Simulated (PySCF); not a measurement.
```xyz
8

N      1.8821    -0.7941    -0.4562
Si     0.9081     0.3017     0.1864
Si    -1.3854    -0.0441    -0.0372
H      2.8887    -0.6968    -0.3919
H      1.3144     1.5402     0.9258
H     -2.0000    -0.1245     1.3148
H     -1.6229    -1.2973    -0.7906
H     -1.9850     1.1149    -0.7511
```

Charge 0, multiplicity 1.

Give the Mulliken and meta-Löwdin atomic charges from PBE-D3(BJ)/def2-TZVP // PBE0-D3(BJ)/def2-TZVP in PySCF.


```tsv
atom	Mulliken (e)	meta-Löwdin (e)
N1	-0.47	-0.68
Si2	0.26	0.53
Si3	0.03	0.17
H4	0.21	0.23
H5	-0.02	-0.10
H6	0.00	-0.05
H7	0.01	-0.04
H8	0.00	-0.05
```
